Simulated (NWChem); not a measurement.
A series in which one site is exchanged, each optimised at PBE0/def2-SVP with NWChem, gas phase unless a solvent is named. Some are not confirmed as minima by frequencies. def2 effective core potentials on Cd, I; no spin-orbit coupling.

A: [F][CdH] (CdHF; site = F)
B: [CdH][Br] (CdHBr; site = Br)
C: [CdH][I] (CdHI; site = I)
D: [CdH][Cl] (CdHCl; site = Cl)

```
quantity                                                     A      B     C      D
---------------------------------------------------------  ---  -----  ----  -----
dipole (D), PBE0/def2-SVP                                  ___   2.05  1.84   2.12
orbital gap (eV), PBE0/def2-SVP                            ___   7.12  6.42   7.63
vertical ionisation energy, ΔSCF, CAM-B3LYP/def2-SVP (eV)  ___  10.53  9.75  11.07
static polarisability, CAM-B3LYP/def2-SVPD (bohr³)         ___   53.7  68.6   45.0
lowest singlet excitation, CAM-B3LYP/def2-SVPD, TDA (eV)   ___   5.90  5.25   6.42
```

Q: Complete the blanks.

A: 
- dipole (D), PBE0/def2-SVP, A: 2.23
- orbital gap (eV), PBE0/def2-SVP, A: 8.60
- vertical ionisation energy, ΔSCF, CAM-B3LYP/def2-SVP (eV), A: 12.55
- static polarisability, CAM-B3LYP/def2-SVPD (bohr³), A: 29.6
- lowest singlet excitation, CAM-B3LYP/def2-SVPD, TDA (eV), A: 7.33
